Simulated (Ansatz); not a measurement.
Job for Ansatz (an electronic-structure program): R-PBE/def2-TZVPPD on C4H6O (a complex), monomers drawn apart or pushed together. Files ending in .json are basis or fitting sets from the Basis Set Exchange.

Ansatz 0.2 input:
```yaml
crystal:
  periodic: [false, false, false]
  atoms:
    - {symbol: C, position_ang: [-0.01675239, -0.47216050, 0.69100058]}
    - {symbol: O, position_ang: [-1.11399948, -0.44151384, 0.94078857]}
    - {symbol: C, position_ang: [1.53990593, 0.05585044, 4.28180475]}
    - {symbol: C, position_ang: [0.38932344, 0.62843704, 4.61224907]}
    - {symbol: C, position_ang: [-0.88959167, -0.09874772, 4.87615902]}
    - {symbol: H, position_ang: [1.62998350, -1.02052263, 4.18543391]}
    - {symbol: H, position_ang: [2.43239672, 0.63864451, 4.09458963]}
    - {symbol: H, position_ang: [0.34842018, 1.71155621, 4.69513568]}
    - {symbol: H, position_ang: [-1.66725130, 0.21145998, 4.17202151]}
    - {symbol: H, position_ang: [-0.76116913, -1.17830412, 4.78703699]}
    - {symbol: H, position_ang: [-1.26686750, 0.12139259, 5.87877361]}
basis:
  gaussian:
    orbitals: def2-TZVPPD.json
hamiltonian:
  xc: {name: PBE}
scf: {lower_state_search: off}
```

Output:

```
WARN ansatz: RAYON_NUM_THREADS=1 ignored (pool sized by the plan → 1); use --threads N
Functional definition: PBE
these checks for a lower state are left out or cut short: stability, starts, cluster_reference, orbital_swaps, neighbouring_geometries, increment
integrals: 0.19 GiB planned
1234 factors; their error is unknown
mean field: 1.56 GiB planned
mean field evaluation 1: about -6272.1083 eV, gradient 7.9e1 eV
mean field evaluation 2: about -6244.0952 eV, gradient 1.3e2 eV
mean field evaluation 4: about -6285.6974 eV, gradient 1.7e1 eV
mean field evaluation 8: about -6286.2490 eV, gradient 3.1e-1 eV
mean field evaluation 16: about -6286.2149 eV, gradient 1.9e-4 eV
mean field -6286.21487137 eV, -231.0141355735 hartree, gradient 1.7e-6 eV, S^2 0.000000; 0 other end points of the search recorded, 0 dependent functions left out
reference -6286.21492890 eV, -231.0141376877 hartree; 19, 19 occupied and 271, 271 virtual orbitals, 1234 factors
Total energy: -6286.21492890 eV, -231.0141376877 hartree
Checks for a lower state left out: stability, starts, cluster_reference, orbital_swaps, neighbouring_geometries, increment
```

The run converged.

Cost: about 2.3 core-seconds (a rough figure).
